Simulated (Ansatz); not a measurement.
Two isomers of CH7ClOSi2: A = `OC([SiH3])[SiH2]Cl`, B = `O[SiH2]C([SiH3])Cl`.

Program: Ansatz. Geometries: PBE0-D4/def2-TZVP. ΔE: electronic, gas phase. CBS: MP2 limit from def2 TZ/QZ plus the TZ coupled-cluster correction, frozen cores. DFT in def2-TZVPP. B3LYP here is the variant with VWN-RPA as its local correlation; programs differ in this. One conformer a species, not always the lowest.

A:

Z-matrix (Å, degrees):
```
C
Si 1 1.891
Si 1 1.878 2 112.3
O 1 1.426 2 107.6 3 123.0
H 1 1.103 2 106.5 3 -117.4
H 2 1.489 1 107.8 3 57.6
H 2 1.484 1 110.1 3 177.1
H 2 1.484 1 110.2 3 -61.5
Cl 3 2.069 1 106.0 2 170.0
H 3 1.481 1 112.3 2 53.7
H 3 1.482 1 111.9 2 -72.1
H 4 0.964 1 108.5 2 -173.1
```

B:

```xyz
12

O     1.4699   -2.2100    0.5598
Si    0.1889   -1.3896   -0.0567
C     0.4630    0.4687    0.0456
Si   -0.9792    1.5492   -0.5018
Cl    0.8186    0.8353    1.7779
H     1.7274   -1.9851    1.4566
H    -1.0716   -1.6881    0.6720
H     0.0838   -1.7913   -1.4796
H     1.3609    0.7397   -0.5170
H    -0.6279    2.9809   -0.3332
H    -1.2589    1.2679   -1.9362
H    -2.1749    1.2223    0.3125
```

Q: Which isomer does CCSD(T)/CBS put lower? Give the gap. (Estimate.)

A: Computed: B, by 10.4 kcal/mol.

Q: Give E(B) − E(A) in kcal/mol with r2SCAN-D4, ωB97M-V, B3LYP-D4, PBE-D4, PBE0-D4, CCSD(T)/def2-TZVPP, HF/def2-TZVPP. (An estimate is asked.)

A: The calculation gave: r2SCAN-D4 -8.8, ωB97M-V -9.1, B3LYP-D4 -9.1, PBE-D4 -7.1, PBE0-D4 -7.8, CCSD(T)/def2-TZVPP -10.1, HF/def2-TZVPP -10.2. None reverses the order clearly.

Largest T1 diagnostic: 0.011.
